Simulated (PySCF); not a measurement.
FHOPb, neutral, multiplicity 1. Atoms are numbered in the order given.

```xyz
4

Pb     0.2626    -0.0260     0.0000
F     -1.3036    -1.3841     0.0000
O     -0.9847     1.6473     0.0000
H     -1.9204     1.4072     0.0000
```

Coordinates come from a B3LYP-D3(BJ)/def2-TZVP optimisation. The def2 effective core potentials stand for the cores of Pb; spin–orbit coupling is left out. One conformer was computed; it need not be the lowest.

Computed with PySCF with B3LYP-D3(BJ)/def2-TZVP.

Frequencies are harmonic and unscaled.

Task: List the normal modes with their intensities. (The exact figures need the calculation; the answer reports its results.)

Result: 
| mode | ν (cm⁻¹) | IR (km/mol) | Raman (Å⁴/amu) | depolarisation | moving atoms (share of kinetic energy) |
|---|---|---|---|---|---|
| 1 | 149 | 16.2 | 2.3 | 0.74 | F 44 %, O 41 %, H 8 % |
| 2 | 437 | 128.7 | 2.1 | 0.75 | H 91 %, O 8 % |
| 3 | 500 | 106.2 | 5.0 | 0.69 | F 83 %, Pb 8 % |
| 4 | 542 | 97.9 | 15.5 | 0.23 | O 82 %, F 8 % |
| 5 | 725 | 48.7 | 0.7 | 0.16 | H 90 %, O 9 % |
| 6 | 3791 | 57.0 | 122.1 | 0.23 | H 94 % |
